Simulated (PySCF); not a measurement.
Correlation energy of Ag²⁺ (silver, charge +2)

[Kr] 4d9, 2D determinant. Computed with PySCF 2.14 in def2-TZVPPD with the def2 core potential (28 electrons), with a scalar-relativistic core potential. Frozen: nothing; 17 electrons correlated.

```
  level  correlation energy (mhartree)
   CCSD                        -534.41
    (T)                         -11.37
CCSD(T)                        -545.78
```

Diagnostics: T1 = 0.0041, D1 = 0.0090, largest double amplitude 0.025.

Q: Is a single reference adequate?

A: Yes, within this model without spin-orbit coupling: T1 lies below 0.03 and no double amplitude reaches 0.07.

The basis has no tight functions for the innermost shells, so their pair energies are far from complete.

This basis was not built for core-valence correlation, so the inner-shell part is incomplete.
